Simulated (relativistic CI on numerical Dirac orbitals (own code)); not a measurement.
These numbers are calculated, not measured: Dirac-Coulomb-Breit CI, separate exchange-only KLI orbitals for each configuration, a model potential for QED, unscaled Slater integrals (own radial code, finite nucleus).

Configuration list (outside the closed core [Ar]): 3d¹⁰4s², 3d¹⁰4s4p, 3d¹⁰4p², 3d¹⁰4s4d, 3d¹⁰4d², 3d¹⁰4s4f, 3d¹⁰4p4d, 3d¹⁰4f², 3d¹⁰4p4f, 3d¹⁰4s5s, 3d¹⁰4d4f, 3d¹⁰4s5p, 3d¹⁰4s5d, 3d¹⁰4s5f, 3d¹⁰4s5g, 3d¹⁰4s6s, 3d¹⁰4s6p, 3d¹⁰4s6d, 3d¹⁰4s6f, 3d¹⁰4s7s, 3d⁹4s²4p, 3d⁹4s²4d, 3d⁹4s²4f, 3d⁹4s²5s, 3d⁹4s²5p, 3d⁹4s²5d. Double excitations out of closed p, d and f shells are left out; levels of such configurations are missing from the list, as are those of other unlisted configurations, and high levels can miss mixing partners. These lack a partner that the ground configuration has and come out too high: 3d⁹4s²4p, 3d⁹4s²4d, 3d⁹4s²4f, 3d⁹4s²5s, 3d⁹4s²5p.

At this charge energies of transitions that change n are usually good to better than 1 %, and those within a shell (Δn = 0) to a few per cent.

Outline of the computed level scheme of Ag XVIII. Lowest level of each configuration: 3d¹⁰4s² ¹S0 at 0.000 eV; 3d¹⁰4s4p ³P°0 at 33.092 eV; 3d¹⁰4p² ³P0 at 77.596 eV; 3d¹⁰4s4d ³D1 at 107.612 eV; 3d¹⁰4p4d ³F°2 at 142.617 eV; 3d¹⁰4s4f ³F°2 at 176.738 eV; 3d¹⁰4s5s ³S1 at 205.442 eV; 3d¹⁰4p4f ¹G4 at 212.259 eV; 3d¹⁰4d² ³F4 at 216.578 eV.

Some strong electric-dipole decays among the lowest 45 levels: 3d¹⁰4s5s ¹S0 → 3d¹⁰4s4p ¹P°1 (3.5e+11 s⁻¹); 3d¹⁰4s5s ³S1 → 3d¹⁰4s4p ³P°2 (2.5e+11 s⁻¹); 3d¹⁰4s4f ¹F°3 → 3d¹⁰4s4d ¹D2 (1.6e+11 s⁻¹); 3d¹⁰4d² ³F2 → 3d¹⁰4p4d ³D°1 (1.6e+11 s⁻¹); 3d¹⁰4d² ³P0 → 3d¹⁰4p4d ³D°1 (1.6e+11 s⁻¹); 3d¹⁰4s4d ¹D2 → 3d¹⁰4s4p ¹P°1 (1.3e+11 s⁻¹); 3d¹⁰4s5s ³S1 → 3d¹⁰4s4p ³P°1 (1.3e+11 s⁻¹); 3d¹⁰4p4d ³D°1 → 3d¹⁰4p² ³P0 (1.2e+11 s⁻¹).

LS names give the leading component of a level, which can be under half, so a name can repeat, a term be missing and a line seem to break the LS rules.
